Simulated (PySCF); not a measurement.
Isomers of C2H6OSi, one GFN2-xTB conformer each. Single-point energies are computed at PBE0/pcSseg-1 (PySCF, gas phase, no added dispersion term), electronic only.

**Question.** Rank them by PBE0/pcSseg-1 energy, lowest first (kcal/mol).
A. `[CH2:1]=[CH:2][SiH2:3][OH:4]` with C1–C2–Si3–O4 5°, C2–Si3–O4–H 53°
B. `[CH2:1]=[CH:2][O:3][SiH3:4]` with C1–C2–O3–Si4 0°

**Answer.** A (0.0), B (12.7).

As drawn, the lower has an O–H bond and an Si–C bond, which the higher lacks. GFN2-xTB itself gives, in the same order: 13.0, 0.0. GFN2-xTB puts C=CO[SiH3] lowest instead.

**Question.** Which frontier levels, dipoles and rotational constants go with these structures?

**Answer.** 
| SMILES | HOMO (eV, PBE0/pcSseg-1) | LUMO (eV) | dipole (D) | A, B, C (MHz) |
| --- | --- | --- | --- | --- |
| C=C[SiH2]O | -8.01 | -0.35 | 1.67 | 11516, 4031, 3114 |
| C=CO[SiH3] | -7.04 | 0.38 | 0.53 | 16901, 3652, 3109 |
